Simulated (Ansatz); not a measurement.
## Ligand exchange: C2H4ClF + Ge(CH3)2Cl2 → CHCl2F + Ge(CH3)3Cl

Gas-phase species: C2H4ClF (1-chloro-1-fluoroethane) `CC(F)Cl`, singlet; Ge(CH3)2Cl2 (dimethylgermanium dichloride), singlet; CHCl2F (dichlorofluoromethane) `FC(Cl)Cl`, singlet; Ge(CH3)3Cl (chlorotrimethylgermane), singlet. The partners trade CH3 for Cl: C–CH3 and Ge–Cl bonds give way to C–Cl and Ge–CH3.

Shapes, held fixed at every level: PBE0-D4/def2-TZVP. Programs: Ansatz 0.2.0. The zero-point and thermal change to 298 K, harmonic and unscaled (PBE0-D4/def2-TZVP), is -5.5 kJ/mol.

| level | kind | ΔH(298 K) (kJ/mol) | less CCSD(T)/def2-TZVPP |
| --- | --- | --- | --- |
| HF/def2-TZVPP | Hartree–Fock | +156.9 | +24.1 |
| PBE-D4/def2-TZVPP | GGA | +125.6 | -7.2 |
| r2SCAN-D4/def2-TZVPP | meta-GGA | +134.6 | +1.8 |
| PBE0-D4/def2-TZVPP | global hybrid | +133.4 | +0.6 |
| r2SCAN0-D4/def2-TZVPP | global hybrid | +139.1 | +6.3 |
| CCSD/def2-SVP | coupled cluster or CI | +147.1 | +14.3 |
| CCSD/def2-TZVPP | coupled cluster or CI | +135.9 | +3.1 |
| CCSD(T)/def2-TZVPP | coupled cluster or CI | +132.8 | 0.0 |

The highest level, CCSD(T)/def2-TZVPP, gives ΔH(298 K) = +132.8 kJ/mol; the levels span +125.6 to +156.9. The column of differences is taken from that level and isn't an error. No measured value is set beside it here. Relativity is left out for Ge. Outer-core shells of Ge are correlated, in sets that cover them unevenly.
